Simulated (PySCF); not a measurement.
## Mayer bond orders and bond lengths

Species: C₇H₁₄SSi.
SMILES with atom numbers: `[CH3:1][CH2:2][C@@H:3]1[CH2:4][C@:5]12[CH2:6][C@@H:7]2[S:8][SiH3:9]` (hydrogens: H10, H11, H12 on C1; H13, H14 on C2; H15 on C3; H16, H17 on C4; H18, H19 on C6; H20 on C7; H21, H22, H23 on Si9)

Cartesian coordinates in Å at the GFN2-xTB level; atoms count from 1:
```
atom  x, y, z in Å
C1    -2.2812    1.4508   -0.0392
C2    -2.0806    0.1636   -0.8330
C3    -0.6108   -0.1461   -0.9974
C4    -0.1495   -1.5496   -1.3295
C5     0.0920   -0.9686    0.0129
C6    -0.1085   -1.3725    1.4226
C7     1.2204   -0.8267    0.9528
S8     1.7097    0.8170    1.5231
Si9    3.1266    1.3124    0.0003
H10   -1.8048    1.3735    0.9348
H11   -3.3402    1.6505    0.1064
H12   -1.8394    2.2947   -0.5648
H13   -2.5662   -0.6668   -0.3165
H14   -2.5432    0.2649   -1.8188
H15   -0.0482    0.6670   -1.4448
H16   -0.8997   -2.3228   -1.4176
H17    0.6867   -1.6765   -2.0023
H18   -0.7075   -0.7400    2.0608
H19   -0.1630   -2.4240    1.6687
H20    2.0657   -1.5002    0.8878
H21    4.0981    0.2253   -0.0612
H22    2.4440    1.4354   -1.2835
H23    3.6948    2.5656    0.4591
```

Bond orders from the PBE0/pcSseg-1 density (PySCF). Isolated species at its GFN2-xTB geometry (one conformer only).

Q: How far do the computed orders between heavy atoms stray from the drawn ones?

A: The largest departure is 0.131, at C7–C5 (drawn single, 0.869). Drawn single, order below 0.88: C7–C5 (0.869).

Q: Give the Mayer order of every bond between heavy atoms, beside its length.

A: 
```
  bond  drawn as  length (Å)  Mayer order
 C1–C2    single       1.526        1.058
 C2–C3    single       1.511        1.017
 C3–C4    single       1.514        0.961
 C4–C5    single       1.483        0.926
 C5–C6    single       1.480        0.930
 C6–C7    single       1.511        0.956
 C7–S8    single       1.807        1.027
S8–Si9    single       2.138        0.963
 C5–C3    single       1.480        0.901
 C7–C5    single       1.475        0.869
```

Bonds between the same two heavy elements. C–C: lowest C7–C5 (0.869, 1.475 Å), highest C1–C2 (1.058, 1.526 Å); in 22 of the 28 pairs the longer bond (by over 0.003 Å) has the higher order (by 0.02 or more).

Q: And the bonds to hydrogen?

A: C–H: 0.93 to 0.97 (11 bonds); H–Si: 0.91 to 0.94 (3 bonds).

Q: Sum the orders of all bonds at each heavy atom with more than one neighbour and set the sums beside the valence in the SMILES.

A: C1 3.953 (drawn 4), C2 3.970 (drawn 4), C3 3.820 (drawn 4), C4 3.788 (drawn 4), C5 3.626 (drawn 4), C6 3.778 (drawn 4), C7 3.784 (drawn 4), S8 1.990 (drawn 2), Si9 3.745 (drawn 4). Orders between atoms that aren't bonded are not in these sums.

Mayer orders depend on the basis set.

The run behind these numbers computed NMR shieldings as well. Hardware: Arm Neoverse V1, one thread, shared host with 32 logical CPUs at a one-minute load of 30. Cost: 80 s of wall time, 1.1 GiB resident at most.
